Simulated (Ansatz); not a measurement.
# Worked example: CH3Cl + BH(CH3)I → ICl + BH(CH3)2

Species: CH3Cl (chloromethane) `CCl`, singlet; BH(CH3)I, singlet; ICl (iodine monochloride), singlet; BH(CH3)2, singlet. The partners trade CH3 for I: Cl–CH3 and B–I bonds give way to Cl–I and B–CH3.

Shapes, held fixed at every level: PBE0-D4/def2-TZVP. Programs: Ansatz 0.2.0. The zero-point and thermal change to 298 K, harmonic and unscaled (PBE0-D4/def2-TZVP), is -2.8 kJ/mol.

At CCSD(T)/def2-TZVPP; 1 Eh = 2625.50 kJ/mol:

```
 species  energy (Eh)
   CH3Cl  -499.560551
BH(CH3)I  -362.386138
     ICl  -756.856014
BH(CH3)2  -105.056966
```

Task: Work out ΔH(298 K) of the reaction at this level.

Result: 
1. Products less reactants: (-756.856014) + (-105.056966) − [(-499.560551) + (-362.386138)] = 0.033709 Eh = +88.5 kJ/mol.
2. With the thermal change: +88.5 + (-2.8) = +85.7 kJ/mol.

Other levels give +70.5 (wB97M-V/def2-TZVPP) to +98.8 kJ/mol (MP2/def2-SVP). No measured value is set beside it here. For atoms past krypton def2 sets carry core potentials with scalar relativity. Correlated rows may include outer-core shells of I, which these sets cover unevenly.
